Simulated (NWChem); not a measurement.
Species: C3H2N2O; SMILES C(/C=N/C#N)=O

```xyz
8

N      0.3183     3.0057     0.0000
C     -0.0050     1.8831     0.0000
N     -0.5039     0.6406     0.0000
C      0.2734    -0.3829     0.0000
C     -0.3550    -1.7364     0.0000
O      0.3127    -2.7476     0.0000
H      1.3665    -0.3339     0.0000
H     -1.4622    -1.7335     0.0000
```
Atoms are numbered in this order, from 1.

Level: B3LYP/6-31G* (spherical d) (NWChem), optimised geometry, unscaled harmonic frequencies. B3LYP is NWChem's, with the RPA form of VWN correlation.

| frequency (cm⁻¹) | IR intensity (km/mol) |
|---|---|
| 124 | 20.2 |
| 142 | 10.0 |
| 223 | 2.5 |
| 354 | 26.1 |
| 490 | 0.8 |
| 529 | 15.9 |
| 626 | 12.9 |
| 936 | 6.6 |
| 1044 | 9.1 |
| 1048 | 2.3 |
| 1126 | 38.7 |
| 1338 | 4.2 |
| 1398 | 3.3 |
| 1688 | 13.0 |
| 1811 | 136.9 |
| 2301 | 7.7 |
| 2994 | 59.1 |
| 3133 | 8.6 |

zero-point energy: 30.4 kcal/mol
thermal correction to the enthalpy at 298.15 K (with zero-point energy): 34.7 kcal/mol
heat capacity Cv: 18.3 cal/(mol K)
entropy at 298.15 K and 1 atm (symmetry number 1): 75.8 cal/(mol K)
dipole moment: 1.86 D

Rigid rotor and harmonic oscillator.
